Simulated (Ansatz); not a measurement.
Start from `C[SiH2][Al]([F])[SiH3]` and change one atom or group to get `C=[CH][Al]([F])[SiH3]`.

Ansatz, PBE0-D4/def2-TZVP geometries, multiplicity 1. Each molecule was computed in one conformer, which needn't be the lowest.

```json
{"property": "HOMO energy (PBE0/def2-TZVPP) / eV", "`C[SiH2][Al]([F])[SiH3]`": "-7.08"}
{"property": "size of the dipole moment (B3LYP/def2-TZVPP) / D", "`C[SiH2][Al]([F])[SiH3]`": "1.98"}
{"property": "HOMO–LUMO gap (B3LYP/def2-TZVPP) / eV", "`C[SiH2][Al]([F])[SiH3]`": "4.72"}
{"property": "LUMO energy (B3LYP/def2-TZVPP) / eV", "`C[SiH2][Al]([F])[SiH3]`": "-2.17"}
{"property": "HOMO energy (B3LYP/def2-TZVPP) / eV", "`C[SiH2][Al]([F])[SiH3]`": "-6.89"}
{"property": "size of the dipole moment (ωB97M-V/def2-TZVPP) / D", "`C[SiH2][Al]([F])[SiH3]`": "1.93"}
```

**Question.** Give the same properties after the change, and the shifts. (Estimate.)

**Answer.** The calculation gave: 
| property | `C=[CH][Al]([F])[SiH3]` | shift |
| --- | --- | --- |
| HOMO energy (PBE0/def2-TZVPP) / eV | -7.69 | -0.61 |
| size of the dipole moment (B3LYP/def2-TZVPP) / D | 1.86 | -0.12 |
| HOMO–LUMO gap (B3LYP/def2-TZVPP) / eV | 5.62 | 0.90 |
| LUMO energy (B3LYP/def2-TZVPP) / eV | -1.88 | 0.29 |
| HOMO energy (B3LYP/def2-TZVPP) / eV | -7.50 | -0.61 |
| size of the dipole moment (ωB97M-V/def2-TZVPP) / D | 1.82 | -0.11 |

With PBE0 the HOMO falls by 0.61 eV and the LUMO rises by 0.33 eV, so the gap widens by about 0.94 eV. PBE moves the HOMO by -0.49 eV and ωB97M-V by -0.76 eV. Dipoles are sizes alone; their direction can turn.

B3LYP here is the variant with VWN-RPA as its local correlation; programs differ in this.
